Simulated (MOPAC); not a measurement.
A run for MOPAC: PM3 on AsBF2H2 (SMILES FB(F)[AsH2]), a point of a torsion scan.

```
PM3 1SCF PRECISE CHARGE=0 THREADS=1
AsBF2H2

F     -1.73703480 1    -0.95931123 1     0.52577500 1
B     -0.87915924 1    -0.08162205 1     0.03997006 1
F     -1.46096186 1     0.93592212 1    -0.56568022 1
As     1.11507539 1    -0.36136590 1     0.08857246 1
H      1.40067462 1     1.10761018 1     0.17099556 1
H      1.13385762 1    -0.46891233 1     1.58335317 1
```

Output:

```
*******************************************************************************
 **                                                                           **
 **                              MOPAC v23.2.5                                **
 **                                                                           **
 *******************************************************************************
 ** MOPAC's Digital Object Identifier: https://doi.org/10.5281/zenodo.6511958 **
 **                                                                           **
 ** Please cite the open-source release paper for use of this MOPAC version:  **
 ** J. E. Moussa and J. J. P. Stewart (2026)                                  **
 ** MOPAC: An open-source semiempirical molecular orbital program             **
 ** J. Open Source Softw., 11(119), 8025, https://doi.org/10.21105/joss.08025 **
 *******************************************************************************

                              PM3 CALCULATION RESULTS

 *******************************************************************************
 *  PM3        - The PM3 Hamiltonian to be used
 *
 *
 *
 *                 CHARGE ON SYSTEM = 0
 *
 *
 *
 *  PRECISE    - TIGHTER CRITERIA TO BE USED
 *  1SCF       - DO 1 SCF AND THEN STOP
 *  THREADS=1  - MULTI-THREADING NOT USED
 *  T=         - A TIME OF 172800.0 SECONDS REQUESTED
 *  DUMP=N     - RESTART FILE WRITTEN EVERY 7200.0 SECONDS REQUESTED
 *******************************************************************************
PM3 1SCF PRECISE CHARGE=0 THREADS=1
 AsBF2H2

   ATOM   CHEMICAL          X               Y               Z
  NUMBER   SYMBOL      (ANGSTROMS)     (ANGSTROMS)     (ANGSTROMS)

     1       F         -1.73703480  *  -0.95931123  *   0.52577500  *
     2       B         -0.87915924  *  -0.08162205  *   0.03997006  *
     3       F         -1.46096186  *   0.93592212  *  -0.56568022  *
     4      As          1.11507539  *  -0.36136590  *   0.08857246  *
     5       H          1.40067462  *   1.10761018  *   0.17099556  *
     6       H          1.13385762  *  -0.46891233  *   1.58335317  *



          CARTESIAN COORDINATES

    NO.       ATOM           X           Y           Z

     1         F         -1.7370     -0.9593      0.5258
     2         B         -0.8792     -0.0816      0.0400
     3         F         -1.4610      0.9359     -0.5657
     4        As          1.1151     -0.3614      0.0886
     5         H          1.4007      1.1076      0.1710
     6         H          1.1339     -0.4689      1.5834

  H: (PM3): J. J. P. STEWART, J. COMP. CHEM. 10, 209 (1989).
  B: (PM3): J. J. P. STEWART, J. MOL. MOD., 10, 155-164 (2004)
  F: (PM3): J. J. P. STEWART, J. COMP. CHEM. 10, 209 (1989).
 As: (PM3): J. J. P. STEWART, J. COMP. CHEM. 12, 320-341 (1991).

           Empirical Formula: H2 F2 B As  =     6 atoms



      MOLECULAR POINT GROUP   :   C1


      RHF CALCULATION, NO. OF DOUBLY OCCUPIED LEVELS = 12


 -------------------------------------------------------------------------------
 PM3 1SCF PRECISE CHARGE=0 THREADS=1
 AsBF2H2



     1SCF WAS SPECIFIED, SO BFGS WAS NOT USED
     SCF FIELD WAS ACHIEVED


                              PM3 CALCULATION
                                                       MOPAC v23.2.5 Linux




          FINAL HEAT OF FORMATION =       -158.35638 KCAL/MOL =    -662.56311 KJ/MOL


          COSMO AREA              =        103.67 SQUARE ANGSTROMS
          COSMO VOLUME            =         88.56 CUBIC ANGSTROMS

          IONIZATION POTENTIAL    =         10.401533 EV
          HOMO LUMO ENERGIES (EV) =        -10.402 -0.481
          NO. OF FILLED LEVELS    =         12
          MOLECULAR WEIGHT        =        125.7442         POINT GROUP:  C1

          MOLECULAR DIMENSIONS (Angstroms)

            Atom       Atom       Distance
            H     5    F     1     3.77402
            H     6    F     3     3.45233
            H     6   As     4     1.05207


          SCF CALCULATIONS        =          1





   ATOM   CHEMICAL          X               Y               Z
  NUMBER   SYMBOL      (ANGSTROMS)     (ANGSTROMS)     (ANGSTROMS)

     1       F         -1.73703480  *  -0.95931123  *   0.52577500  *
     2       B         -0.87915924  *  -0.08162205  *   0.03997006  *
     3       F         -1.46096186  *   0.93592212  *  -0.56568022  *
     4      As          1.11507539  *  -0.36136590  *   0.08857246  *
     5       H          1.40067462  *   1.10761018  *   0.17099556  *
     6       H          1.13385762  *  -0.46891233  *   1.58335317  *

                             CARTESIAN COORDINATES

   1    F       -1.737034800    -0.959311230     0.525775000
   2    B       -0.879159240    -0.081622050     0.039970060
   3    F       -1.460961860     0.935922120    -0.565680220
   4   As        1.115075390    -0.361365900     0.088572460
   5    H        1.400674620     1.107610180     0.170995560
   6    H        1.133857620    -0.468912330     1.583353170


           Empirical Formula: H2 F2 B As  =     6 atoms



      MOLECULAR POINT GROUP   :   C1


                  EIGENVALUES
 -28.02659 -24.91784 -23.07449 -19.02033 -18.55277 -17.90931 -17.38174 -16.18576
 -15.96576 -13.24614 -12.60177 -10.40153  -0.48082   0.00710   0.57804   1.11011
   4.44512   4.62604


              NET ATOMIC CHARGES AND DIPOLE CONTRIBUTIONS

  ATOM NO.   TYPE          CHARGE      No. of ELECS.   s-Pop       p-Pop
    1          F          -0.087971        7.0880     1.58113     5.50684
    2          B          -0.193742        3.1937     1.18328     2.01046
    3          F          -0.090163        7.0902     1.58222     5.50794
    4         As           0.547089        4.4529     1.75970     2.69321
    5          H          -0.090083        1.0901     1.09008
    6          H          -0.085129        1.0851     1.08513
 DIPOLE           X         Y         Z       TOTAL
 POINT-CHG.     4.045    -1.161    -0.503     4.239
 HYBRID        -1.848     1.445     1.261     2.664
 SUM            2.197     0.284     0.758     2.341


          ATOMIC ORBITAL ELECTRON POPULATIONS

     Atom    s        px        py        pz
    1  F   1.58113   1.86251   1.81177   1.83256
    2  B   1.18328   0.93416   0.61940   0.45690
    3  F   1.58222   1.91634   1.77571   1.81590
    4 As   1.75970   0.73288   0.98021   0.98012
    5  H   1.09008
    6  H   1.08513

 **********************
 *                    *
 * JOB ENDED NORMALLY *
 *                    *
 **********************




 == MOPAC DONE ==
```

The run finished.

Cost: around 0.020 core-seconds (rough).
